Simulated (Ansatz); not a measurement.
Ansatz (a quantum-chemistry and plane-wave program) input (B3LYP-D3(BJ)/def2-TZVP):

Ansatz 0.2 input:
```yaml
crystal:
  periodic: [false, false, false]
  atoms:
    - {symbol: C, position_ang: [-1.30565223, 0.06692282, 0.04099592]}
    - {symbol: C, position_ang: [0.03710850, -0.56853398, -0.07584154]}
    - {symbol: C, position_ang: [1.21844565, 0.16776134, -0.52958824]}
    - {symbol: O, position_ang: [1.06715449, -0.13743679, 0.87550420]}
    - {symbol: H, position_ang: [-1.86157692, -0.35039724, 0.87885616]}
    - {symbol: H, position_ang: [-1.87369166, -0.14861203, -0.86235879]}
    - {symbol: H, position_ang: [-1.24354975, 1.14850756, 0.14760524]}
    - {symbol: H, position_ang: [0.04946889, -1.65061169, -0.17777346]}
    - {symbol: H, position_ang: [1.13870896, 1.21393539, -0.80070910]}
    - {symbol: H, position_ang: [2.04900852, -0.36148306, -0.98340796]}
    - {symbol: H, position_ang: [0.78876440, 0.63367172, 1.41624433]}
basis:
  gaussian:
    orbitals: def2-TZVP
hamiltonian:
  xc: b3lyp
  dispersion: d3bj
total_charge: 1
relax: {f_tol: 0.002, max_steps: 150}
```

End of the output:

```
the calculation of the forces begins
reference -5265.52784483 eV, -193.5045791945 hartree; 16, 16 occupied and 150, 150 virtual orbitals, 999 factors
Total energy: -5265.82009398 eV, -193.5153191528 hartree
Atom 0 at    -1.319826     0.069796     0.034313 Å, force     0.000390     0.001154     0.000102 eV/Å
Atom 1 at     0.009845    -0.563209    -0.127269 Å, force     0.000668    -0.000033    -0.001789 eV/Å
Atom 2 at     1.202233     0.158728    -0.555034 Å, force     0.000367     0.001299     0.000272 eV/Å
Atom 3 at     1.117031    -0.139438     0.925423 Å, force    -0.000856    -0.000923    -0.000340 eV/Å
Atom 4 at    -1.866210    -0.364546     0.871375 Å, force    -0.000087     0.000333    -0.000022 eV/Å
Atom 5 at    -1.889540    -0.149946    -0.874732 Å, force     0.000421    -0.000478     0.000870 eV/Å
Atom 6 at    -1.261700     1.154453     0.135783 Å, force    -0.000229    -0.000770    -0.000016 eV/Å
Atom 7 at     0.057496    -1.644867    -0.160243 Å, force    -0.000162    -0.000541     0.000220 eV/Å
Atom 8 at     1.133891     1.216892    -0.775511 Å, force    -0.000440    -0.000024    -0.000060 eV/Å
Atom 9 at     2.045216    -0.371060    -0.976879 Å, force    -0.000069    -0.000745     0.000076 eV/Å
Atom 10 at     0.835752     0.646920     1.432301 Å, force    -0.000004     0.000728     0.000687 eV/Å
Dipole moment:     0.048980     0.210954    -0.070461 e Å
```

It need not be the lowest isomer of its formula.
